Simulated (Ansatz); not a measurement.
Reaction (cleavage of the Sn–B bond): `N[BH][SnH]([F])[Cl]` + H₂S → `[F][SnH]([SH])[Cl]` + `BN`

Isolated molecules relaxed with PBE0-D4/def2-TZVP in Ansatz; ΔE leaves out vibrations. CCSD(T)/CBS is the MP2 limit (def2-TZVPP, def2-QZVPP) plus CCSD(T) − MP2 in def2-TZVPP, frozen cores. This one scheme is used for every species. Functionals use def2-TZVPP. B3LYP here is the variant with VWN-RPA as its local correlation; programs differ in this. HSE06 is defined as in plane-wave codes. Elements past krypton have def2 core potentials. For Sn outer-core shells are correlated without core-valence functions, which leaves a few kJ/mol of doubt a bond. Each species was taken in one conformer, which may not be the lowest.

`N[BH][SnH]([F])[Cl]`:

Cartesian coordinates in Å:
```
N 1.117 1.221 0.050
B 0.277 0.545 0.902
Sn -0.763 -1.154 -0.132
F 0.073 -0.938 -1.876
Cl -3.013 -0.688 -0.537
H 1.653 2.028 0.328
H 1.237 0.958 -0.919
H 0.130 0.860 2.042
H -0.711 -2.833 0.142
```

H₂S:

```xyz
3

S     0.034    0.617    0.048
H     0.063   -0.238   -0.985
H    -0.096   -0.379    0.937
```

`[F][SnH]([SH])[Cl]`:

```xyz
6

F    -1.929   -0.431    0.435
Sn   -0.340    0.282   -0.352
S     1.258    0.606    1.363
Cl    0.348   -1.417   -1.752
H    -0.777    1.679   -1.202
H     1.440   -0.719    1.508
```

`BN`:

Z-matrix (Å, degrees):
```
B
N 1 1.385
H 1 1.197 2 119.0
H 1 1.197 2 119.0 3 -180.0
H 2 1.006 1 123.2 3 -0.0
H 2 1.006 1 123.2 3 180.0
```

```csv
level,ΔE (kcal/mol),difference from CCSD(T)/CBS
revPBE-D4,-8.8,0.8
BLYP-D4,-9.2,0.4
r2SCAN-D4,-9.9,-0.3
PBE0-D4,-9.3,0.3
B3LYP-D4,-9.6,0.0
r2SCANh-D4,-9.9,-0.3
HSE06-D4,-9.4,0.2
ωB97M-V,-9.5,0.1
B2PLYP,-10.1,-0.5
PBE,-8.8,0.8
BLYP,-9.5,0.1
r2SCANh,-10.0,-0.4
LC-ωPBE,-9.4,0.2
CCSD(T)/def2-SVP,-7.9,1.7
SCS-MP2/def2-TZVPP,-10.0,-0.4
CCSD/def2-TZVPP,-8.9,0.7
CCSD(T)/CBS,-9.6,0
```

Task: What do rigid-rotor, harmonic-oscillator terms from PBE0-D4/def2-TZVP frequencies (298.15 K, 1 bar) make of the CCSD(T)/CBS value? (An estimate is asked.)

Result: The calculation gave: ΔZPE = +0.7 kcal/mol, ΔH = -9.1 kcal/mol, ΔS = 8 J/(mol·K), ΔG = -9.7 kcal/mol.

Largest T1 diagnostic among the species: 0.014.

Leaving LDA and LC-ωPBE aside and taking each functional with its dispersion term where it has one, the values, not all of them listed here, spread over 2.4 kcal/mol, from B97M-V to PBE-D4. LDA lies +2.0 kcal/mol from PBE without D4. In def2-TZVPP, CCSD(T) changes the Hartree–Fock value by +4.4 kcal/mol (the triples alone add +0.1 kcal/mol) and MP2 by +3.4 kcal/mol.
